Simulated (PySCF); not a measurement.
Si(Me)2(Cl)2 (C2H6Cl2Si), SMILES C[Si](C)(Cl)Cl. Geometry: TPSSh-D3(BJ)/def2-SVP. The isomer is the one that the SMILES or the coordinates give; other isomers of the formula were not compared.

Task: Give the equilibrium geometry at TPSSh-D3(BJ)/def2-SVP (PySCF confirms it by a frequency run) as a Z-matrix, and its point group. (The exact figures need the calculation; the answer reports its results.)

Result: point group C2v.
```
Si
C 1 1.8645
H 2 1.1007 1 110.63
H 2 1.1020 3 108.44 1 -121.11
H 2 1.1020 3 108.44 4 -117.79
C 1 1.8645 2 114.49 3 -180.00
H 6 1.1007 1 110.63 2 -180.00
H 6 1.1020 7 108.44 1 121.11
H 6 1.1020 7 108.44 8 117.79
Cl 1 2.0804 2 108.59 3 58.47
Cl 1 2.0804 2 108.59 3 -58.47
```
Charge 0, spin multiplicity 1.
